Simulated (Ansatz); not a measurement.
`C=[C]([GaH2])C[SiH2]C`. Charge 0, multiplicity 1. Correlated methods include outer-core shells of Ga, which these sets cover unevenly. Scalar relativity is left out up to krypton.

Cartesian coordinates in Å:
```
C 0.0141 -1.7018 -1.1986
C 0.5978 -0.5218 -0.9626
Ga 2.5085 -0.5475 -0.5108
C -0.1594 0.7664 -1.0015
Si -0.5013 1.3235 0.7686
C -1.7106 0.1793 1.6146
H -1.0346 -1.7814 -1.4876
H 0.5591 -2.6375 -1.1192
H 3.3428 0.7835 -0.4748
H 3.1760 -1.9445 -0.2461
H 0.4161 1.5597 -1.4900
H -1.1124 0.6690 -1.5363
H 0.8039 1.3068 1.4980
H -1.0143 2.7230 0.7808
H -2.6869 0.2169 1.1250
H -1.8470 0.4583 2.6618
H -1.3517 -0.8518 1.5786
```

Problem. Give the diagnostics of a CCSD(T)/def2-TZVPP run (frozen core, the Gaussian-basis code of Ansatz). (Best estimate.)

Solution. Ansatz gave: T1 = 0.0119, largest single amplitude 0.011, largest double 0.049, (T) share of the correlation energy 4.1 %, 9 CCSD cycles. The RHF solution is stable towards an unrestricted one. T1 lies under the customary mark of 0.02 for closed shells.
